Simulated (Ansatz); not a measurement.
`[F][InH][SH]` + H₂Se → `[F][InH][SeH]` + H₂S  (ligand exchange at the In–S bond)

Isolated molecules relaxed with PBE0-D4/def2-TZVP in Ansatz; ΔE leaves out vibrations. CBS: MP2 limit from def2 TZ/QZ plus the TZ coupled-cluster correction, frozen cores. This one scheme is used for every species. DFT in def2-TZVPP. B3LYP here is the variant with VWN-RPA as its local correlation; programs differ in this. HSE06 is defined as in plane-wave codes. Elements past krypton have def2 core potentials. For In, Se outer-core shells are correlated without core-valence functions, which leaves a few kJ/mol of doubt a bond. Scalar relativity is left out up to krypton. One conformer a species, not always the lowest.

```json
{"level": "r2SCAN-D4", "ΔE (kcal/mol)": "-4.5"}
{"level": "B3LYP-D4", "ΔE (kcal/mol)": "-4.8"}
{"level": "r2SCAN0-D4", "ΔE (kcal/mol)": "-4.9"}
{"level": "r2SCAN", "ΔE (kcal/mol)": "-4.5"}
{"level": "PBE0", "ΔE (kcal/mol)": "-4.7"}
{"level": "HSE06", "ΔE (kcal/mol)": "-4.7"}
{"level": "MP2/def2-TZVPP", "ΔE (kcal/mol)": "-4.8"}
{"level": "CCSD/CBS(def2)", "ΔE (kcal/mol)": "-5.3"}
```

**Question.** What does CCSD(T)/CBS give? (Best estimate.)

**Answer.** The calculation gave: -5.2 kcal/mol. The listed levels differ from it by 0.7, 0.4, 0.3, 0.7, 0.5, 0.5, 0.4, -0.1 kcal/mol.

Largest T1 diagnostic among the species: 0.016.

Leaving LDA and LC-ωPBE aside and taking each functional with its dispersion term where it has one, the values, not all of them listed here, spread over 1.9 kcal/mol, from BHLYP-D4 to B97M-V.
